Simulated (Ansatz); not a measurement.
A geometry relaxed with B3LYP-D3(BJ)/def2-TZVP in Ansatz (an electronic-structure program), charge 0, multiplicity 1:

```xyz
13

H      2.8844     0.4570    -0.4381
H      2.1568    -0.2699     1.7370
H     -1.9289     2.1677    -0.4570
Si    -1.4234    -1.3596     0.4152
Si     1.9445    -0.4461     0.2714
H     -2.3300    -0.7964     1.4509
Si    -0.5116     1.7897    -0.6822
H     -0.2806     1.7121    -2.1529
H      2.2838    -1.8499    -0.0732
H     -2.2238    -1.5706    -0.8216
B      0.0079    -0.0179     0.0061
H      0.3561     2.8685    -0.1435
H     -0.9399    -2.6811     0.8853
```

Question: Write the SMILES of this molecule.

Answer: `[SiH3]B([SiH3])[SiH3]`
